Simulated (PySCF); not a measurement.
Species: C5H7BF2.
InChI=1S/C5H7BF2/c1-6(2)5(8)3-4-7/h4H,1-2H3

Computed with PBE0-D3(BJ)/def2-SVP geometry optimisation, gas phase in PySCF.

Take the most abundant isotopes and a rigid rotor. 

(1) Give the principal moments of inertia and the rotational constants in MHz.

(2) Classify the top.

(3) What does the inertial defect say?

(4) Give the other two planar moments, Paa and Pbb, and the rms extents of the mass along the axes.

(5) Give the coordinates in the principal-axis frame, origin at the centre of mass.

(6) Which lines would a microwave search look for?

Results:

(1) Ia = 161.00, Ib = 457.73, Ic = 585.32 u·Å²; 505379 MHz·u·Å²/I gives A = 3139, B = 1104, C = 863.4 MHz.

(2) An asymmetric top: κ = (2 × 1104 − 3139 − 863.4)/(3139 − 863.4) = -0.79.

(3) Not planar: Δ = Ic − Ia − Ib = -33.40 u·Å². For a rigid frame Δ = −2 Σ m c², so Σ m c² = 16.70 u·Å² lies off the ab plane: 5.94 from hydrogen and 10.76 from heavier atoms. The atom farthest from that plane is 1.45 Å away.

(4) Paa = Σ m a² = (Ib + Ic − Ia)/2 = 441.03 and Pbb = Σ m b² = (Ia + Ic − Ib)/2 = 144.30 u·Å². With the mass M = 116.06 u, the rms extents √(P/M) along a, b and c are 1.95, 1.12, 0.38 Å.

(5) The sense of each axis is arbitrary; atoms in the order of the calculation.
| atom | mass (u) | a (Å) | b (Å) | c (Å) |
| --- | --- | --- | --- | --- |
| C1 | 12.000 | -1.137 | 2.049 | -0.185 |
| B2 | 11.009 | -1.487 | 0.538 | 0.010 |
| C3 | 12.000 | -2.935 | 0.044 | 0.342 |
| C4 | 12.000 | -0.362 | -0.557 | -0.121 |
| F5 | 18.998 | -0.757 | -1.843 | -0.055 |
| C6 | 12.000 | 0.922 | -0.284 | -0.267 |
| C7 | 12.000 | 2.165 | 0.075 | -0.458 |
| F8 | 18.998 | 3.026 | 0.310 | 0.530 |
| H9 | 1.008 | -0.066 | 2.294 | -0.144 |
| H10 | 1.008 | -1.694 | 2.693 | 0.514 |
| H11 | 1.008 | -1.502 | 2.327 | -1.193 |
| H12 | 1.008 | -3.719 | 0.797 | 0.177 |
| H13 | 1.008 | -3.195 | -0.896 | -0.168 |
| H14 | 1.008 | -2.938 | -0.203 | 1.422 |
| H15 | 1.008 | 2.610 | 0.208 | -1.451 |

(6) The dipole components are |μa| = 0.65 D, |μb| = 1.33 D, |μc| = 1.06 D. Intensities carry the squares of the components, which stand as 0.24 : 1.00 : 0.63 (a : b : c). Some lines, for components of 0.1 D or more:

| type | branch | J(Ka,Kc) | MHz | lower level (cm⁻¹) |
| --- | --- | --- | --- | --- |
| a | Q | 2(1,1) ← 2(1,2) | 722 | 0.257 |
| a | Q | 3(1,2) ← 3(1,3) | 1443 | 0.441 |
| b | R | 2(0,2) ← 1(1,1) | 1880 | 0.134 |
| b | Q | 3(1,2) ← 3(0,3) | 2964 | 0.390 |
| a | R | 3(1,3) ← 2(1,2) | 5529 | 0.257 |
| b | R | 2(1,2) ← 1(0,1) | 5729 | 0.066 |
| c | Q | 3(2,2) ← 3(1,2) | 5757 | 0.489 |
| a | R | 3(0,3) ← 2(0,2) | 5823 | 0.196 |
| a | R | 3(2,1) ← 2(2,0) | 5982 | 0.485 |
| b | Q | 2(2,1) ← 2(1,2) | 6827 | 0.257 |
| c | R | 2(2,1) ← 1(1,1) | 10521 | 0.134 |
| b | Q | 3(3,0) ← 3(2,1) | 10690 | 0.685 |
| b | R | 3(2,2) ← 2(1,1) | 12007 | 0.281 |
| c | R | 3(2,1) ← 2(1,1) | 12107 | 0.281 |
| c | R | 3(2,2) ← 2(1,2) | 12729 | 0.257 |
| b | R | 3(3,0) ← 2(2,1) | 16692 | 0.484 |

No frequency check. Zero-point vibration and centrifugal distortion are left out. A rigid rotor knows nothing of internal rotation, which can split or shift real lines. Quadrupole hyperfine structure (11B) is left out.

Hardware: Arm Neoverse V1, one thread, on a shared host. Cost: 76 s wall, 0.78 GiB resident at most. That covers the optimisation of the geometry.

The values belong to the conformer `[CH3:1][B:2]([CH3:3])[C:4]([F:5])=[C:6]=[CH:7][F:8]`: C1–B2–C4–F5 -174°.
